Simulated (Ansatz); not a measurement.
Basis-set extrapolation for `C[Si](C)S` radical (PBE0-D4/def2-TZVP geometry, frozen core, Ansatz). Multiplicity 2, UHF reference.

```
                      def2-TZVPP   def2-QZVPP
                 HF  -766.344731  -766.368804
    MP2 correlation    -0.638518    -0.684936
CCSD(T) correlation    -0.723125      not run
```

Energies in hartree. Use E(X) = E(∞) + A·exp(−7.88·√X) for Hartree–Fock and E(X) = E(∞) + B·X^(−2.97) for correlation, with X = 3 and 4, and add CCSD(T) minus MP2 of the smaller set to the MP2 limit.

Task: What is the CCSD(T) energy at the basis-set limit?

Result: HF limit: -766.368804 + (-0.024073) × 0.13774 = -766.37212. MP2 limit: -0.684936 + (-0.046418) × 0.74074 = -0.71932. Higher-order term: -0.723125 − (-0.638518) = -0.08461. Total: -767.17605 hartree, 284.1 kJ/mol below CCSD(T)/def2-TZVPP.
